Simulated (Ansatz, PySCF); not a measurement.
System (SMILES): BN (BH2-NH2).
Geometry (B3LYP-D3(BJ)/def2-TZVP, fixed):
```
B
N 1 1.3876
H 2 1.0069 1 123.31
H 2 1.0069 3 113.37 1 180.00
H 1 1.1928 2 119.04 3 0.00
H 1 1.1928 5 121.92 2 180.00
```
Charge 0, spin multiplicity 1.

Near-linear dependence at PBE0/d-aug-cc-pVDZ with PySCF (spherical functions, density fitting): canonical orthogonalisation drops combinations whose overlap eigenvalue lies under the threshold. The set has 116 functions.

| threshold | orbitals kept | energy minus last row (mEh) | SCF cycles |
|---|---|---|---|
| 1e-3 | 105 | 0.822 | 7 |
| 1e-4 | 113 | 0.083 | 7 |
| 1e-5 | 115 | 0.005 | 7 |
| 1e-6 | 116 | 0.000 | 7 |
| 1e-7 | 116 | 0.000 | 7 |
| 1e-9 | 116 | 0.000 | 7 |

The smallest overlap eigenvalue is 9.9e-06. Ansatz (a quantum-chemistry and plane-wave program) at its default drops 0 functions.
